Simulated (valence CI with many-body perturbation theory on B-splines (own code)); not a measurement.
## Questions on Dy27+

Method: relativistic CI+MBPT: three valence electrons over a frozen Dirac-Fock core [Kr], radial functions for each j: 9 s, 9 p, 10 d, 8 f, 5 g, 3 h, 1 i, with the one-electron correlation potential Σ1 (screened to all orders), the two-electron term Σ2, the three-electron term Σ3, Breit, model QED; selected single and double excitations, second order for the rest (own B-spline code, finite nucleus).

No measured spectrum was set against this ion. As an estimate, large intervals hold to a few tenths of a per cent, small ones and those within an open d or f shell to about a per cent. Only levels of the ground parity were solved; by the run's estimate the other parity begins above the list, which can be wrong where configurations are misplaced.

Levels are named by their leading jj configuration (3d3/2^4 stands for four electrons in 3d with j = 3/2), which in mixed levels can hold well under half, so a name can repeat and another be missing.

Rates and lifetimes use the calculated energies. Strong lines usually hold to 10 to 20 %, long lifetimes can be off by a factor of two.

Q: What is the ground level?

A: (4d3/2^3) J=3/2, composition 60 % 4d3 4F + 30 % 4d3 2D + 7 % 4d3 2P, g = 0.624.

Q: What is the ionisation energy?

A: 969.62 eV; NIST lists 969 ± 4 eV (theoretical).

Q: How well does LS coupling describe the low levels?

A: Among the lowest 19 levels the leading LS term, summed over configurations, holds 62 % on average. For single configurations the figures are 61 % in LS and 88 % in jj coupling. Terms mix most in the J = 3/2 level at 159550 cm⁻¹, where the leading one holds 41 %.

Q: Name the longest-lived excited levels whose lifetime is computed, and their main decay.

A: (4d3/2^2 4d5/2) J=9/2 at 84133 cm⁻¹ lives 818 ms, mostly by M1 to (4d3/2^2 4d5/2) J=7/2.
